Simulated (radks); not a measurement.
Values are calculated unless marked as measured or tabulated.
K III, 17 electrons, occupied as [Ne] 3s1 3p5 4f1 (not the ground configuration). Code: a radial shooting solver on a logarithmic mesh with Libxc functionals. Model: non-relativistic Kohn-Sham, exchange-only B88, spin-polarised, spherical densities, point nucleus; open shells are filled with parallel spins first.

Unscreened Slater integrals over Kohn-Sham orbitals (eV). They are taken over the spin-up orbitals.

F0(4f,4f): 4.2914
F2(4f,4f): 2.3746
F4(4f,4f): 1.5820
F6(4f,4f): 1.1695
F0(4f,3p): 5.3881
F2(4f,3p): 0.61855
G2(4f,3p): 0.13444
G4(4f,3p): 0.086847
F0(4f,3s): 5.3915
G3(4f,3s): 0.075823
F0(4f,2p): 5.3984
F2(4f,2p): 0.054040
G2(4f,2p): 0.00063546
G4(4f,2p): 0.00040559
F0(3p,3p): 19.080
F2(3p,3p): 9.6870
F0(3p,3s): 19.702
G1(3p,3s): 13.175
F0(3p,2p): 25.824
F2(3p,2p): 4.9415
G0(3p,2p): 1.9879
G2(3p,2p): 2.0325
F0(3s,3s): 20.395
F0(3s,2p): 27.029
G1(3s,2p): 2.2055
F0(2p,2p): 71.035
F2(2p,2p): 33.148

Derived for the open shells (J is the average intra-shell exchange parameter used in DFT+U). 3p: J = F2/5 = 1.937 eV. 4f: F4/F2 = 0.666, F6/F2 = 0.493, J = (286 F2 + 195 F4 + 250 F6)/6435 = 0.1989 eV.
